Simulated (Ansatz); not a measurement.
Molecule: WH, charge 0, multiplicity 4. The spin state was set by rule; other spins were not relaxed. 
Coordinates optimised at B3LYP-D3(BJ)/def2-TZVP (Ansatz, a quantum-chemistry and plane-wave program):
```
W
H 1 1.6908
```
Charge 0, spin multiplicity 4.

Wanted: vertical ionisation energy (to the quintet state of charge +1; each state is the SCF solution reached for its spin; the UHF <S^2> is 4.77 for the quartet (pure: 3.75); for the quartet the Hartree-Fock reference is unstable and T1 is 0.056), in eV. Cores are frozen in the correlated levels unless marked. Open shells are spin-unrestricted. No spin-orbit coupling. Frozen are the shells of the preceding noble gas and the d and f shells that filled before the atom's block. Past Kr the def2 sets carry scalar-relativistic core potentials.  The program attaches cautions to a run behind CCSD/def2-QZVPPD: other amplitudes. The program attaches cautions to a run behind CCSD(T)/def2-TZVPPD: other amplitudes.

```
level                 program  vertical ionisation energy (eV)
--------------------  -------  -------------------------------
SVWN5/def2-TZVPD       Ansatz                             7.72
r2SCAN/def2-TZVPD      Ansatz                             7.49
B3LYP/def2-TZVPD       Ansatz                             7.61
BHLYP/def2-TZVPD       Ansatz                             7.30
CAM-B3LYP/def2-TZVPD   Ansatz                             7.50
wB97M-V/def2-TZVPD     Ansatz                             7.40
wB97X-V/def2-TZVPD     Ansatz                             7.36
CCSD/def2-QZVPPD       Ansatz                             7.00
CCSD(T)/def2-TZVPPD    Ansatz                             7.61
```
